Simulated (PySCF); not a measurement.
CTe2, SMILES [Te]=C=[Te].

Geometry: B3LYP-D3(BJ)/def2-TZVP. The def2 effective core potentials stand for the cores of Te; spin–orbit coupling is left out.

Computed with B3LYP-D3(BJ)/def2-TZVP in PySCF.

Frequencies are harmonic and unscaled.

Modes within 1.5 cm⁻¹ of each other (mostly degenerate sets) share a row, with their intensities summed.

| mode | ν (cm⁻¹) | IR (km/mol) | moving atoms (share of kinetic energy) |
|---|---|---|---|
| 1–2 | 252 | 28.5 | C 96 % |
| 3 | 257 | 0.0 | Te 100 % |
| 4 | 1129 | 468.7 | C 96 % |
